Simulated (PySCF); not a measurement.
**Two-dimensional NMR puzzle**

Compound of formula C₈H₁₄N₂. Correlations simulated from computed shifts and the bond graph:

HSQC (one-bond C–H):
```tsv
δH	δC
6.39	132.2
6.36	130.8
5.68	124.4
5.67	124.4
2.48	31.0
2.34	33.3
1.22	17.2
1.18	14.7
```

COSY cross peaks (H two or three bonds apart, from the bond graph; peaks can be absent where the dihedral angle is near 90°):
```tsv
δH	δH
6.39	5.68
6.39	5.67
6.36	2.34
5.68	5.67
2.48	1.22
2.34	1.18
```

HMBC (two and three bonds, from the bond graph):
```tsv
δH	δC
6.39	139.1, 124.4, 31.0
6.36	33.3, 14.7
5.68	139.1, 132.2
5.67	139.1, 132.2
2.48	139.1, 132.2, 17.2
2.34	130.8, 14.7
1.22	139.1, 31.0
1.18	130.8, 33.3
```

Carbons without hydrogens: δ 139.1.

PySCF calculation with geometry from GFN2-xTB and NMR shieldings at PBE0/pcSseg-1/GIAO; one computed conformer, gas phase, non-relativistic, fast rotation and ring inversion assumed for equivalent nuclei.

Shifts are taken against calculated references (same method and geometry level): ¹H (σref 31.72), ¹³C (σref 186.93) against TMS.

Exchangeable hydrogens are left out of these lists.

Q: Assemble the structure.

A: `C=C/C(CC)=N\N=C\CC`.

Mapped SMILES: `[CH2:1]=[CH:2]/[C:3]([CH2:4][CH3:5])=[N:6]\[N:7]=[CH:8]\[CH2:9][CH3:10]`; H(Xn) means a hydrogen on atom n. Ha(C1) is cis to C3; Hb(C1) is trans to C3.

δC 139.1 is C3, a C=N carbon. δC 132.2 is C2, an alkene CH (δH 6.39). δC 130.8 is C8, a C=N carbon (δH 6.36). δC 124.4 is C1, a terminal =CH2 carbon (δH 5.67, 5.68). δC 33.3 is C9, an sp3 CH2 (δH 2.34). δC 31.0 is C4, an sp3 CH2 (δH 2.48). δC 17.2 is C5, a methyl carbon (δH 1.22). δC 14.7 is C10, a methyl carbon (δH 1.18). HMBC from δH 6.39 reaches the proton-free carbon C3. HMBC from δH 5.68 reaches the proton-free carbon C3. HMBC from δH 5.67 reaches the proton-free carbon C3. HMBC from δH 2.48 reaches the proton-free carbon C3. COSY links 6.39–5.68, 6.39–5.67, 6.36–2.34, 5.68–5.67, 2.48–1.22, 2.34–1.18.

The data come from this structure; uniqueness wasn't tested.

Shifts are as computed. Against solution values, carbons near 30 ppm lie about +3 ppm off and those near 130 ppm about +5 ppm. Of 1211 compounds with measured shifts, 218 miss one by over three times the rms of a fit or turn the order of signals round; such compounds aren't used in these exercises.
